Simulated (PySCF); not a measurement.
Constitutional and geometric isomers with formula C4H3N. Isolated molecules, 0 K electronic values unless said otherwise. Strings in code marks are SMILES. All members: neutral, multiplicity 1. Level: M06-2X/def2-TZVP // B3LYP-D3(BJ)/def2-TZVP (PySCF). Delta-SCF ions had no search for a lower state.  The removal energy is E(N − 1 electrons) − E(N electrons) at the parent's geometry; ε(HOMO) is measured against the vacuum level.

```tsv
species	−ε(HOMO) (eV)	vertical ionisation energy (Delta-SCF) (eV)
`N=C=C1C=C1`	6.58	7.80
`C#CC#CN`	7.41	8.60
`N#CC1=CC1`	9.22	10.45
`C=C=CC#N`	9.41	10.57
`CC#CC#N`	9.59	10.87
`N#CC1C=C1`	9.79	11.09
`C#CCC#N`	9.83	withheld
```

Q: Fit vertical ionisation energy (Delta-SCF) = a + b·x to the 6 complete rows by least squares, with x = −ε(HOMO) in eV. Give a, b and the rms residual, and predict the withheld value.

A: Means of the 6 rows: x̄ = 8.6667, ȳ = 9.8967 eV. Σ(x − x̄)² = 8.9065 and Σ(x − x̄)(y − ȳ) = 9.0504, so b = 1.016 and a = ȳ − b·x̄ = 1.091 eV. The rms residual is 0.044 eV. At x = 9.83 the line gives 11.08 eV, outside the range of the fitted rows. The run for `C#CCC#N` gave 11.15 eV, so the line is off by 0.07 eV, within twice the rms residual.

Codes: PySCF.
